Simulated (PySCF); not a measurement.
**Telling isomers of C6H8N4 apart by NMR**

Calculated, not measured (PySCF): PBE0/pcSseg-1 with gauge-including orbitals, coordinates at the GFN2-xTB level. No relativistic terms, in vacuum, one conformer, averaged over atoms made equivalent by symmetry, fast rotation or ring inversion.

Referencing at the same level of theory: ¹H (σref 31.72), ¹³C (σref 186.93) vs TMS. Where no couplings were computed, multiplicities follow the n + 1 count of equivalent neighbours, and m marks all less simple cases (inequivalent or close neighbours, rings, F or P nearby). Shifts are as computed. Against solution values, carbons near 30 ppm lie about +3 ppm off and those near 130 ppm about +5 ppm. Of 1211 compounds with measured shifts, 218 miss one by over three times the rms of a fit or turn the order of signals round; such compounds aren't used in these exercises.

(1) Tabulate the signals of `CCn1nnc(C)c1C#N`, `CCn1nnc(C#N)c1C`, `CC(C)n1nncc1C#N` and their relative energies.

(2) What is the quickest way to tell CCn1nnc(C)c1C#N from CCn1nnc(C#N)c1C?

(3) What is the quickest way to tell CCn1nnc(C#N)c1C from CC(C)n1nncc1C#N?

(4) What is the quickest way to tell CCn1nnc(C)c1C#N from CC(C)n1nncc1C#N?

Results:

(1) 
```tsv
SMILES	carbon types	δC	δH	E rel. (kcal/mol)
CCn1nnc(C)c1C#N	3×C 1×CH2 2×CH3	159.2, 116.0, 114.8, 46.7, 18.7, 13.8	4.59 (q, 2H), 2.75 (s, 3H), 1.60 (t, 3H)	0.5
CCn1nnc(C#N)c1C	3×C 1×CH2 2×CH3	148.4, 126.4, 117.8, 44.7, 18.4, 10.1	4.39 (q, 2H), 2.57 (s, 3H), 1.43 (t, 3H)	0.0
CC(C)n1nncc1C#N	2×C 2×CH 2×CH3	144.2, 117.1, 115.1, 53.4, 26.2	8.09 (s, 1H), 4.81 (sept, 1H), 1.75 (d, 6H)	4.4
```

Energies are electronic energies at PBE0/pcSseg-1 on these geometries, without zero-point or thermal terms, each for the one conformer computed, which needn't be the lowest.

(2) Both give the same number of carbon signals, with the same numbers of each carbon type, so the positions decide. The first has a substituted aromatic carbon next to a ring nitrogen (C) at 159.2 ppm, the second a substituted aromatic carbon next to a ring nitrogen (C) at 148.4 ppm.

(3) Count the carbon signals: 6 against 5. The first has an sp3 CH2 bonded to N at 44.7 ppm, the second an aromatic CH next to a ring nitrogen at 144.2 ppm. Their most deshielded carbons lie at 148.4 and 144.2 ppm. In the proton spectra the most deshielded non-exchanging signals are 4.39 (q, 2H) and 8.09 (s, 1H).

(4) Count the carbon signals: 6 against 5. The first has an sp3 CH2 bonded to N at 46.7 ppm, the second an aromatic CH next to a ring nitrogen at 144.2 ppm. Their most deshielded carbons lie at 159.2 and 144.2 ppm. In the proton spectra the most deshielded non-exchanging signals are 4.59 (q, 2H) and 8.09 (s, 1H).
